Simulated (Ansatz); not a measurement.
```yaml
crystal:
  periodic: [true, true, true]
  atoms:
    - {symbol: O, position_ang: [-0.379000, 1.383848, 1.230901]}
    - {symbol: Si, position_ang: [0.574796, 0.391766, 0.373581]}
    - {symbol: O, position_ang: [0.286630, -1.243597, 0.371881]}
    - {symbol: C, position_ang: [-0.058542, -0.705150, -0.918990]}
    - {symbol: F, position_ang: [-1.409066, -0.750952, -1.137623]}
    - {symbol: H, position_ang: [-1.326649, 1.230274, 1.200122]}
    - {symbol: H, position_ang: [1.958141, 0.846546, 0.564729]}
    - {symbol: H, position_ang: [0.445791, -1.209836, -1.740602]}
basis:
  gaussian: {orbitals: cc-pVTZ-DK}
hamiltonian: {xc: {name: PBE-QIDH}}
output: {forces: true}
```

```sh
$ ansatz run in.yaml --threads 2 --pin off --events-out ev --progress --plain --max-ram 4352MiB
```

It prints (some lines left out):

```
Error: YAML parse error: error: line 2 column 3: crystal: missing field `lattice` (a structure is typed as `lattice` and `atoms`, a molecule's as `atoms` in Å alone, or read from a run's directory, `checkpoint`)
 --> <input>:2:3
1 | crystal:
2 |   periodic: [true, true, true]
3 |   atoms:
4 |     - {symbol: O, position_ang: [-0.379000, 1.383848, 1.230901]}
```

(1) Something in this input is off. What?

Answers

(1) The molecule is marked periodic without a cell. The input was rejected before any iteration.
